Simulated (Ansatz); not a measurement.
Species: BNH3, charge 0, doublet. BNH3 (SMILES B[NH], doublet).
B3LYP-D3(BJ)/def2-TZVP minimum from Ansatz (an electronic-structure program):
```
B
N 1 1.3287
H 2 0.9996 1 163.55
H 1 1.2007 2 121.70 3 180.00
H 1 1.2080 4 119.29 2 -180.00
```
Charge 0, spin multiplicity 2.

Quantity: atomisation energy (electronic, to ground-state atoms), in kJ/mol. Radicals and triplets start from unrestricted determinants; spin-orbit coupling is neglected. CBS(X,Y): correlation extrapolated as X^-3, Hartree-Fock from the larger set. A bracket is a step between two methods taken in the basis named. Functionals run without relativity, which enters their misses. 'core' is core correlation in cc-pwCVTZ, 'X2C' scalar relativity in cc-pVTZ-DK, both at CCSD(T). Where a partner has so few electrons that a lower coupled-cluster level is exact, that level stands in.

CCSD(T)/CBS(cc-pVTZ,cc-pVQZ) + [CCSDT(Q) - CCSD(T)]/cc-pVTZ + [CCSDTQ - CCSDT(Q)]/cc-pVDZ + core + X2C (Ansatz) gives 1587.0 kJ/mol.

Task: How far off this value is PBE/def2-TZVPD (Ansatz), in which direction, and which of these levels come nearer: r2SCAN/def2-TZVPD, B3LYP/def2-TZVPD, wB97M-V/def2-TZVPD, CCSD(T)/CBS(cc-pVTZ,cc-pVQZ) + core + X2C?

Result: PBE gives 1646.5 kJ/mol, 59.5 kJ/mol above it. Differences of the others: r2SCAN/def2-TZVPD (Ansatz) 28.8; B3LYP/def2-TZVPD (Ansatz) 37.1; wB97M-V/def2-TZVPD (Ansatz) 20.1; CCSD(T)/CBS(cc-pVTZ,cc-pVQZ) + core + X2C (Ansatz) -2.3 kJ/mol. Nearer than PBE: r2SCAN/def2-TZVPD, B3LYP/def2-TZVPD, wB97M-V/def2-TZVPD, CCSD(T)/CBS(cc-pVTZ,cc-pVQZ) + core + X2C.
